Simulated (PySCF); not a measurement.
Electronic structure of Pb (lead, neutral) at the revPBE level

Configuration: [Xe] 4f14 5d10 6s2 6p2, high-spin 3P determinant. Computed with PySCF 2.14 in ANO-RCC-VTZP (8s7p5d3f2g, 93 functions), with the spin-free X2C one-electron Hamiltonian (Gaussian nucleus).

* Total energy: -20885.82 hartree
* One-electron energy: -28567.67 hartree
* Hartree (Coulomb) energy: 8077.91 hartree
* Exchange-correlation energy: -396.06 hartree
* ⟨S²⟩: 2.0020
* ⟨L²⟩: 2.005
* Sum of ⟨r⟩: 49.35 bohr
* Sum of ⟨r²⟩: 73.86 bohr²
* Traceless quadrupole moment −½Σ⟨3z² − r²⟩ along its main axis: 5.02 e·bohr²
* Langevin diamagnetic susceptibility: -58.5 ×10⁻⁶ cm³/mol
* Time after the integrals: of the order of 7 core-seconds

| shell | electrons | mean orbital energy (eV) | spread (eV) | rms radius, mean of both spins (bohr) |
| --- | --- | --- | --- | --- |
| 1s α | 1 | -87745.9 | 0 | 0.0181 |
| 1s β | 1 | -87745.9 | 0 | 0.0181 |
| 2s α | 1 | -15695.1 | 0 | 0.0730 |
| 2s β | 1 | -15695.1 | 0 | 0.0730 |
| 2p α | 3 | -13536.2 | 0.022 | 0.0673 |
| 2p β | 3 | -13536.2 | 0.033 | 0.0673 |
| 3s α | 1 | -3769.6 | 0 | 0.186 |
| 3s β | 1 | -3769.6 | 0 | 0.186 |
| 3p α | 3 | -3146.7 | 0.056 | 0.189 |
| 3p β | 3 | -3146.7 | 0.067 | 0.189 |
| 3d α | 5 | -2479.1 | 0.050 | 0.173 |
| 3d β | 5 | -2479.0 | 0.060 | 0.173 |
| 4s α | 1 | -853.41 | 0 | 0.409 |
| 4s β | 1 | -853.40 | 0 | 0.409 |
| 4p α | 3 | -647.81 | 0.115 | 0.436 |
| 4p β | 3 | -647.79 | 0.131 | 0.436 |
| 4d α | 5 | -401.11 | 0.113 | 0.463 |
| 4d β | 5 | -401.09 | 0.131 | 0.463 |
| 5s α | 1 | -143.28 | 0 | 0.906 |
| 5s β | 1 | -143.25 | 0 | 0.906 |
| 4f α | 7 | -132.83 | 0.123 | 0.497 |
| 4f β | 7 | -132.81 | 0.145 | 0.497 |
| 5p α | 3 | -86.065 | 0.279 | 1.04 |
| 5p β | 3 | -86.030 | 0.324 | 1.04 |
| 5d α | 5 | -21.015 | 0.327 | 1.41 |
| 5d β | 5 | -20.835 | 0.483 | 1.41 |
| 6s α | 1 | -12.230 | 0 | 2.47 |
| 6s β | 1 | -11.209 | 0 | 2.47 |
| 6p α | 2 | -3.911 | 0 | 3.60 |

Spin-orbit coupling is strong in this species (close to jj coupling), so the high-spin LS determinant is a model state, not a physical level.

Densities and radii are taken from the X2C orbitals without a picture-change correction, which distorts them close to the nucleus.
